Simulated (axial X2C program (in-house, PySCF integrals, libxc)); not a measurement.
# Bond lengths and stretching modes, held linear, of NSeN²⁺

Computed with an in-house all-electron X2C program for linear molecules (integrals from PySCF): two-component X2C with atomic mean-field Coulomb and Gaunt terms, Gaussian nuclei, basis N dyall-av3z, Se dyall-v3z with contracted cores. Spin-free rows use the one-electron spin-free X2C Hamiltonian.

Masses N 14.003, Se 79.917, N 14.003 u. States: 2c Ω = 1 (beyond evenly filled blocks: ω = -1/2, ω = 3/2).

HF, 2c: energies above the lowest point

| r(N–Se) (Å) | r(Se–N) (Å) | E (meV) |
| --- | --- | --- |
| 1.7150 | 1.7150 | 617.79 |
| 1.7150 | 1.7590 | 481.96 |
| 1.7150 | 1.8030 | 372.82 |
| 1.7590 | 1.7150 | 481.96 |
| 1.7590 | 1.7590 | 350.93 |
| 1.7590 | 1.8030 | 247.42 |
| 1.7590 | 1.8469 | 162.68 |
| 1.8030 | 1.7150 | 372.82 |
| 1.8030 | 1.7590 | 247.42 |
| 1.8030 | 1.8030 | 150.04 |
| 1.8469 | 1.7590 | 162.68 |
| 1.8469 | 1.8469 | 0.00 |

**Question.** Fit a quadratic surface with cubic terms in each bond: where is the minimum, and what are the two stretching wavenumbers?

**Answer.** At HF, 2c: bonds 1.813 and 1.813 Å; harmonic stretches 378.3 and 475.9 cm⁻¹; force constants 1.37, 1.37 and coupling 0.50 mdyn/Å.

Each state is one determinant, the lowest of a limited PBE0 search; the stretches come from a fit to these few points and carry an uncertainty of a few per cent. Other orders of the atoms were not compared. Left out for rough or failed fits: PBE0 2c, PBE 2c, MP2 2c, PBE0 spin-free, HF spin-free, PBE spin-free, MP2 spin-free. A multiply charged ion may be only metastable. The molecule was held linear; bending was not examined, so a bent shape may lie lower. Open-shell Ω = 0 determinants with evenly filled partner blocks cannot be reached by this program, so the Ω shown need not be the lowest component. Note: several unpaired electrons, one determinant need not be a pure state.
